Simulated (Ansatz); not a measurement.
Reactions of `CS[CH2][ZnH]`.

Gas-phase electronic energies from Ansatz, PBE0-D4/def2-TZVP geometries. CCSD(T)/CBS adds triple-zeta CCSD(T) − MP2 to the extrapolated MP2 energy (def2 sets, frozen cores). This one scheme is used for every species. Functionals use def2-TZVPP. For Br, Zn outer-core shells are correlated without core-valence functions, which leaves a few kJ/mol of doubt a bond. Scalar relativity is left out up to krypton. One conformer a species, not always the lowest.

```json
{"reaction": "`CS[CH2][ZnH]` + `OCF` → `FC[O][ZnH]` + `CSC`", "r2SCAN-D4 (kJ/mol)": "-86", "ωB97X-V (kJ/mol)": "-88", "B2PLYP (kJ/mol)": "-89", "MP2/CBS(def2) (kJ/mol)": "-81"}
{"reaction": "`CS[CH2][ZnH]` + HBr → `[ZnH][Br]` + `CSC`", "r2SCAN-D4 (kJ/mol)": "-177", "ωB97X-V (kJ/mol)": "-182", "B2PLYP (kJ/mol)": "-181", "MP2/CBS(def2) (kJ/mol)": "-178"}
{"reaction": "`CS[CH2][ZnH]` + HCl → `Cl[CH2][ZnH]` + CH₃SH", "r2SCAN-D4 (kJ/mol)": "25", "ωB97X-V (kJ/mol)": "20", "B2PLYP (kJ/mol)": "20", "MP2/CBS(def2) (kJ/mol)": "31"}
{"reaction": "`CS[CH2][ZnH]` + `[SiH3]N[SiH2]Cl` → `CN([SiH3])[SiH2]Cl` + `S[CH2][ZnH]`", "r2SCAN-D4 (kJ/mol)": "39", "ωB97X-V (kJ/mol)": "35", "B2PLYP (kJ/mol)": "37", "MP2/CBS(def2) (kJ/mol)": "41"}
{"reaction": "`CS[CH2][ZnH]` + CH₃NH₂ → `CNCSC` + `[ZnH2]`", "r2SCAN-D4 (kJ/mol)": "39", "ωB97X-V (kJ/mol)": "34", "B2PLYP (kJ/mol)": "40", "MP2/CBS(def2) (kJ/mol)": "51"}
```

(1) Give the CCSD(T)/CBS values in the same order. (An estimate is asked.)

Largest T1 diagnostic: 0.016, for `[ZnH2]`.

Answers

(1) Computed: -84, -179, 25, 37, 45 kJ/mol.
